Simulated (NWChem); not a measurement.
# C2H2F, doublet; SMILES C=[C]F

Computed with NWChem. Pople sets run with spherical d functions. Spin-unrestricted. In the optimisation the excess spin sits in a' (Cs, its own frame). All runs use the structure optimised with PBE0/def2-SVP, spin-unrestricted. No stability test was run on the SCF state. Level: PBE0/6-31G* with COSMO at NWChem's default radii, gas-phase geometry; the question gives the dielectric constant. Reactions with the solvent are ignored.

Problem. Predict the results for dielectric constant 4.8. Quantities: electrostatic solvation energy (kcal/mol); dipole in solution (D).

Solution. The electrostatic solvation energy (kcal/mol) is -1.0 and the dipole in solution (D) is 0.97.
